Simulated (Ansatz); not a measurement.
Input for Ansatz (development build ahead of 0.2.0):

```yaml
crystal:
  periodic: [false, false, false]
  atoms:
    - { symbol: H, position_ang: [1.71, 0.0, 0.333] }
    - { symbol: H, position_ang: [0.855, 1.4809, 0.333] }
    - { symbol: H, position_ang: [-0.855, 1.4809, 0.333] }
    - { symbol: H, position_ang: [-1.71, 0.0, 0.333] }
    - { symbol: H, position_ang: [-0.855, -1.4809, 0.333] }
    - { symbol: H, position_ang: [0.855, -1.4809, 0.333] }
    - { symbol: H, position_ang: [1.71, 0.0, -0.333] }
    - { symbol: H, position_ang: [0.855, 1.4809, -0.333] }
    - { symbol: H, position_ang: [-0.855, 1.4809, -0.333] }
    - { symbol: H, position_ang: [-1.71, 0.0, -0.333] }
    - { symbol: H, position_ang: [-0.855, -1.4809, -0.333] }
    - { symbol: H, position_ang: [0.855, -1.4809, -0.333] }
basis:
  gaussian: { orbitals: def2-SVP }
hamiltonian:
  xc: hf
correlation:
  method: mp2
  frozen_orbitals: { H: 0 }
output:
  forces: true
```

The input is written out in the form of the current development build from the run's settings.

Results

```json
{
 "Converged": "yes",
 "Reference energy": "-6.56613 hartree",
 "Correlation energy": "-0.17164 hartree",
 "Total energy": "-6.73777 hartree"
}
```

Forces (eV/Å):
```json
{"atom": "H1", "Fx": "1.151", "Fy": "0.000", "Fz": "3.328"}
{"atom": "H2", "Fx": "0.575", "Fy": "0.996", "Fz": "3.328"}
{"atom": "H3", "Fx": "-0.575", "Fy": "0.996", "Fz": "3.328"}
{"atom": "H4", "Fx": "-1.151", "Fy": "0.000", "Fz": "3.328"}
{"atom": "H5", "Fx": "-0.575", "Fy": "-0.996", "Fz": "3.328"}
{"atom": "H6", "Fx": "0.575", "Fy": "-0.996", "Fz": "3.328"}
{"atom": "H7", "Fx": "1.151", "Fy": "0.000", "Fz": "-3.328"}
{"atom": "H8", "Fx": "0.575", "Fy": "0.996", "Fz": "-3.328"}
{"atom": "H9", "Fx": "-0.575", "Fy": "0.996", "Fz": "-3.328"}
{"atom": "H10", "Fx": "-1.151", "Fy": "0.000", "Fz": "-3.328"}
{"atom": "H11", "Fx": "-0.575", "Fy": "-0.996", "Fz": "-3.328"}
{"atom": "H12", "Fx": "0.575", "Fy": "-0.996", "Fz": "-3.328"}
```

Caution: no unrestricted run beside it, a lower state can exist.
